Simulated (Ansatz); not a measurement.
`FC(F)[SiH3]`, charge 0, multiplicity 1.

**Question.** Give a relaxed structure at PBE0-D4/def2-TZVP (the Gaussian-basis code of Ansatz). (Best estimate.)

**Answer.** Ansatz gave: 
Cartesian coordinates in Å:
```
F 0.945 -0.895 -1.394
C 0.457 0.239 -0.809
F -0.440 0.792 -1.679
Si -0.411 -0.194 0.848
H 1.294 0.941 -0.716
H 0.599 -0.800 1.751
H -1.510 -1.145 0.564
H -0.933 1.064 1.436
```
Point group Cs.
